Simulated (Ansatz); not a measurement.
The cluster Te₃Pd₂. The state is a singlet with charge 0. Geometry r2SCAN-D4/def2-SVP, basis def2-TZVP, Ansatz.

```csv
atom,x (Å),y (Å),z (Å)
Pd1,-0.7079,-1.2819,0.2390
Pd2,0.2600,0.7538,-1.2513
Te3,-2.0378,1.0625,0.1272
Te4,1.9054,-1.2188,-0.4266
Te5,0.5803,0.6843,1.3116
```

```json
{"run": "A", "HOMO (eV)": "-5.54", "LUMO (eV)": "-3.70"}
{"run": "B", "HOMO (eV)": "-6.65", "LUMO (eV)": "-2.88"}
{"run": "C", "HOMO (eV)": "-4.58", "LUMO (eV)": "-4.21"}
{"run": "D", "HOMO (eV)": "-5.17", "LUMO (eV)": "-4.05"}
{"run": "E", "HOMO (eV)": "-4.72", "LUMO (eV)": "-4.26"}
```

In the def2 sets Pd, Te take a core potential; there is no spin–orbit coupling. HSE06 is defined as in plane-wave codes, on full-range PBE exchange. No other spin state of charge 0 was run. The structure comes from a short search, and lower isomers may exist.

Q: The runs used CAM-B3LYP, HSE06, PBE, PBE0, r2SCAN. Estimate which is which.

A: A PBE0 (25 % exact exchange); B CAM-B3LYP (range-separated); C PBE (0 % exact exchange); D HSE06 (range-separated); E r2SCAN (0 % exact exchange). Exact exchange lowers occupied and raises empty levels; among semilocal functionals meta-GGAs tend to open the gap a little, and such runs are hard to tell apart. The gap grows from 0.36 eV (PBE) to 3.77 eV (CAM-B3LYP). The restricted singlet is unstable towards broken spin symmetry in Hartree–Fock (as tested in another run); at PBE0-D4/def2-TZVP, CAM-B3LYP-D4/def2-TZVP, PBE-D4/def2-TZVP, HSE06-D4/def2-TZVP and others this wasn't settled.
